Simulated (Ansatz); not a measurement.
Species: C₃H₄S, SMILES `SC1=CC1` (H–S–C–C torsion 180°) (charge 0, multiplicity 1).

Give a relaxed geometry from Ansatz (a first-principles code) with PBE0-D3(BJ)/def2-TZVP.

This is not unique; one that fits is the end point of this relaxation, one of several conformers (outside a Z-matrix the atoms follow the SMILES, hydrogens last).
Bonded distances (Å): S1–C2 1.707, S1–H5 1.342, C2–C3 1.293, C2–C4 1.493, C3–C4 1.498, C3–H6 1.075, C4–H7 1.092, C4–H8 1.092. Angles (°): C2–S1–H5 96.3, S1–C2–C3 149.5, S1–C2–C4 145.9, C3–C2–C4 64.6, C2–C3–C4 64.2, C2–C3–H6 150.1, C4–C3–H6 145.7, C2–C4–C3 51.2, C2–C4–H7 119.0, C2–C4–H8 119.0, C3–C4–H7 120.0, C3–C4–H8 120.0, H7–C4–H8 113.8.
